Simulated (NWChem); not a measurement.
System: CHF, singlet; SMILES [CH]F

Parts of the log:

```
             Northwest Computational Chemistry Package (NWChem) 7.3.0
             --------------------------------------------------------

 CS  symmetry detected

                             Geometry "geometry" -> ""
                             -------------------------

 Output coordinates in angstroms (scale by  1.889725989 to convert to a.u.)

  No.       Tag          Charge          X              Y              Z
 ---- ---------------- ---------- -------------- -------------- --------------
    1 C                    6.0000     0.13258586     0.70756475     0.00000000
    2 F                    9.0000     0.01627349    -0.58784309     0.00000000
    3 H                    1.0000    -0.94197656     1.04519937     0.00000000

 Effective nuclear repulsion energy (a.u.)      27.3049516050

      Symmetry information
      --------------------

 Group name             Cs
 Group number              2
 Group order               2
 No. of unique centers     3

  pbe96 is a nonlocal functional; adding pw91lda local functional.

                                 NWChem DFT Module
                                 -----------------

 Summary of "ao basis" -> "ao basis" (spherical)
 ------------------------------------------------------------------------------
       Tag                 Description            Shells   Functions and Types
 ---------------- ------------------------------  ------  ---------------------
 C                          def2-svp                 6       14   3s2p1d
 F                          def2-svp                 6       14   3s2p1d
 H                          def2-svp                 3        5   2s1p

      Symmetry analysis of basis
      --------------------------

        a'         24
        a"          9

            General Information
            -------------------
          SCF calculation type: DFT
          Wavefunction type:  closed shell.
          No. of atoms     :     3
          No. of electrons :    16
           Alpha electrons :     8
            Beta electrons :     8
          Charge           :     0
          Spin multiplicity:     1
          Use of symmetry is: on ; symmetry adaption is: on
          Maximum number of iterations: 150
          AO basis - number of functions:    33
                     number of shells:    15
          Convergence on energy requested:  1.00D-06
          Convergence on density requested:  1.00D-05
          Convergence on gradient requested:  5.00D-04

              XC Information
              --------------
          PerdewBurkeErnzerhof Exchange Functional  1.000
            Perdew 1991 LDA Correlation Functional  1.000 local
           PerdewBurkeErnz. Correlation Functional  1.000 non-local

             Grid Information
             ----------------
          Grid used for XC integration:  medium
          Radial quadrature: Mura-Knowles
          Angular quadrature: Lebedev.
          Tag              B.-S. Rad. Rad. Pts. Rad. Cut. Ang. Pts.
          ---              ---------- --------- --------- ---------
          C                   0.70       49           6.0       434
          F                   0.50       49           7.0       434
          H                   0.35       45           6.0       434
          Grid pruning is: on
          Number of quadrature shells:   143
          Spatial weights used:  Erf1

      Superposition of Atomic Density Guess
      -------------------------------------

 Sum of atomic energies:        -137.41660090

      Non-variational initial energy
      ------------------------------

 Total energy =    -137.717995
 1-e energy   =    -243.949530
 2-e energy   =      78.926584
 HOMO         =      -0.215481
 LUMO         =      -0.058069

      Symmetry analysis of molecular orbitals - initial
      -------------------------------------------------

  Numbering of irreducible representations:

     1 a'          2 a"

  Orbital symmetries:

     1 a'          2 a'          3 a'          4 a'          5 a'
     6 a"          7 a'          8 a'          9 a"         10 a'
    11 a'         12 a'         13 a'         14 a"         15 a'
    16 a'         17 a'         18 a'

     ---------------------------------------------
      Total Density - Mulliken Population Analysis
     ---------------------------------------------

    Atom       Charge   Shell Charges
 -----------   ------   -------------------------------------------------------
    1 C    6     5.64   1.99  1.08  0.65  1.24  0.63  0.05
    2 F    9     9.32   1.99  1.14  0.76  3.42  2.00  0.01
    3 H    1     1.04   0.74  0.28  0.02

   convergence    iter        energy       DeltaE   RMS-Dens  Diis-err
 ---------------- ----- ----------------- --------- --------- ---------
 d= 0,ls=0.0,diis     1   -138.0949293579 -1.65D+02  3.22D-02  4.14D-01
 d= 0,ls=0.0,diis     2   -137.9088472751  1.86D-01  2.12D-02  2.46D+00
 d= 0,ls=0.0,diis     3   -138.1424956944 -2.34D-01  6.58D-03  5.67D-02
 d= 0,ls=0.0,diis     4   -138.1468903729 -4.39D-03  2.89D-03  5.54D-03
 d= 0,ls=0.0,diis     5   -138.1474859910 -5.96D-04  5.93D-04  1.36D-04
  Resetting Diis
 d= 0,ls=0.0,diis     6   -138.1475083581 -2.24D-05  3.39D-05  1.31D-06
 d= 0,ls=0.0,diis     7   -138.1475085312 -1.73D-07  6.97D-06  1.84D-08

         Total DFT energy =     -138.147508531240
      One electron energy =     -244.142472097324
           Coulomb energy =       94.662241717827
    Exchange-Corr. energy =      -15.972229756746
 Nuclear repulsion energy =       27.304951605002

 Numeric. integr. density =       15.999999218016

                  Occupations of the irreducible representations
                  ----------------------------------------------

                     irrep           alpha         beta
                     --------     --------     --------
                     a'                7.0          7.0
                     a"                1.0          1.0

                       DFT Final Molecular Orbital Analysis
                       ------------------------------------

 Vector    6  Occ=2.000000D+00  E=-4.578715D-01  Symmetry=a"
              MO Center=  2.9D-02, -4.2D-01,  1.8D-14, r^2= 6.4D-01
   Bfn.  Coefficient  Atom+Function         Bfn.  Coefficient  Atom+Function
  ----- ------------  ---------------      ----- ------------  ---------------
    20      0.625957  2 F  pz                23     -0.401579  2 F  pz
     6     -0.211326  1 C  pz                 9     -0.112782  1 C  pz
    11      0.032611  1 C  d -1

 Vector    7  Occ=2.000000D+00  E=-4.055950D-01  Symmetry=a'
              MO Center=  1.4D-02,  5.4D-02, -1.4D-14, r^2= 1.3D+00
   Bfn.  Coefficient  Atom+Function         Bfn.  Coefficient  Atom+Function
  ----- ------------  ---------------      ----- ------------  ---------------
    18      0.469444  2 F  px                21     -0.311431  2 F  px
    19     -0.290305  2 F  py                 2     -0.254893  1 C  s
     5     -0.231883  1 C  py                 3     -0.192309  1 C  s
    29     -0.192750  3 H  s                 22      0.174123  2 F  py
     1      0.118138  1 C  s                 30     -0.066677  3 H  s

 Vector    8  Occ=2.000000D+00  E=-1.975168D-01  Symmetry=a'
              MO Center=  2.6D-01,  7.0D-01, -9.1D-16, r^2= 1.3D+00
   Bfn.  Coefficient  Atom+Function         Bfn.  Coefficient  Atom+Function
  ----- ------------  ---------------      ----- ------------  ---------------
     3      0.502595  1 C  s                  4      0.446016  1 C  px
    18      0.302243  2 F  px                 2      0.288924  1 C  s
    29     -0.271832  3 H  s                 30     -0.245749  3 H  s
    21     -0.222552  2 F  px                 7      0.206102  1 C  px
     5      0.150795  1 C  py                 1     -0.135861  1 C  s

 Vector    9  Occ=0.000000D+00  E=-1.421795D-01  Symmetry=a"
              MO Center=  1.0D-01,  5.7D-01, -5.0D-16, r^2= 1.2D+00
   Bfn.  Coefficient  Atom+Function         Bfn.  Coefficient  Atom+Function
  ----- ------------  ---------------      ----- ------------  ---------------
     6      0.628506  1 C  pz                 9      0.493611  1 C  pz
    20      0.315750  2 F  pz                23     -0.259733  2 F  pz
    33      0.027305  3 H  pz

 Vector   10  Occ=0.000000D+00  E= 6.767999D-02  Symmetry=a'
              MO Center= -1.1D+00,  1.0D+00,  4.7D-16, r^2= 2.4D+00
   Bfn.  Coefficient  Atom+Function         Bfn.  Coefficient  Atom+Function
  ----- ------------  ---------------      ----- ------------  ---------------
    30      1.922507  3 H  s                  3     -1.022049  1 C  s
     7      0.791171  1 C  px                 8     -0.418133  1 C  py
     4      0.372945  1 C  px                 2     -0.242037  1 C  s
     5     -0.194311  1 C  py                17     -0.129532  2 F  s
    29      0.104205  3 H  s                 21     -0.100837  2 F  px

 Vector   11  Occ=0.000000D+00  E= 1.200349D-01  Symmetry=a'
              MO Center= -1.0D-04,  5.9D-01,  6.7D-16, r^2= 2.2D+00
   Bfn.  Coefficient  Atom+Function         Bfn.  Coefficient  Atom+Function
  ----- ------------  ---------------      ----- ------------  ---------------
     3      1.101877  1 C  s                  8     -0.985365  1 C  py
    17     -0.882309  2 F  s                 30     -0.632140  3 H  s
    22     -0.447407  2 F  py                 5     -0.417229  1 C  py
    19      0.317922  2 F  py                 7     -0.273619  1 C  px
    16     -0.225917  2 F  s                  2      0.205229  1 C  s

     ---------------------------------------------
      Total Density - Mulliken Population Analysis
     ---------------------------------------------

    Atom       Charge   Shell Charges
 -----------   ------   -------------------------------------------------------
    1 C    6     5.97   1.99  1.10  0.66  1.60  0.56  0.06
    2 F    9     9.07   1.99  1.15  0.76  3.33  1.83  0.01
    3 H    1     0.97   0.76  0.19  0.02

[...]
```

Level: PBE/def2-SVP. Low-valent species are run as closed-shell singlets; no triplet was tried in these runs. Coordinates come from a PBE0-D3(BJ)/def2-TZVP optimisation.

Task: Reconstruct the input file.

Result: This is not unique; one that fits is the input that was run:
```
start job
memory heap 200 mb stack 900 mb global 1100 mb
geometry units angstroms noautoz
  C      0.152456     0.712169     0.000000
  F     -0.004342    -0.578964     0.000000
  H     -0.911013     1.083269     0.000000
end
basis spherical
  C library def2-svp
  F library def2-svp
  H library def2-svp
end
dft
  xc xpbe96 cpbe96
  iterations 150
  mulliken
end
task dft energy
```
